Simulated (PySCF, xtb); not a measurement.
GaH₃, SMILES [GaH3].

GFN2-xTB (xtb 6.7.1) at its own geometry gives an orbital gap of 5.69 eV and a dipole moment of 0.00 D.

The structure is a stationary point at r2SCAN-D4/def2-TZVPD. The isomer is the one that the SMILES or the coordinates give; other isomers of the formula were not compared.

Problem. What does PBE0/def2-TZVPD in PySCF give? (The exact figures need the calculation; the answer reports its results.)

Solution. gap 6.78 eV (levels -8.59 and -1.81 eV), dipole 0.00 D.
